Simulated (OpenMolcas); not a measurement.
## SnH2Cl2 (SMILES [Cl][SnH2][Cl]): the vertical electron affinity, rung by rung

The species is SnH2Cl2 (5 atoms), meant as a singlet with charge 0. SMILES: `[Cl][SnH2][Cl]`. The shape is that of a PBE0-D4/def2-TZVP optimisation.

Quantity: the vertical electron affinity (to the doublet anion), in eV. The values are calculated.

The electron affinity is E(neutral) − E(anion): positive where the electron is bound.

```csv
level,kind,program,value (eV)
SVWN5/def2-SVPD (core potential),LDA,OpenMolcas,0.21
BLYP/def2-SVPD (core potential),GGA,OpenMolcas,-0.03
PBE/def2-SVPD (core potential),GGA,OpenMolcas,0.04
revPBE/def2-SVPD (core potential),GGA,OpenMolcas,-0.02
M06-L/def2-SVPD (core potential),meta-GGA,OpenMolcas,-0.45
TPSS/def2-SVPD (core potential),meta-GGA,OpenMolcas,-0.06
M06-2X/def2-SVPD (core potential),hybrid meta-GGA,OpenMolcas,-0.39
PBE0/def2-SVPD (core potential),global hybrid,OpenMolcas,-0.11
```

Spin-orbit coupling, which can split open shells on such heavy atoms by tenths of an eV, is left out. Where it was recorded, the anion's HOMO is positive in every row: a fault of the level (basis or self-interaction), which says nothing on whether the real anion is bound. The values span -0.45 to 0.21 eV. Negative values mean that the anion is unbound at that level; they are set by how diffuse the basis is and aren't properties of the molecule, whose anion may well be bound.
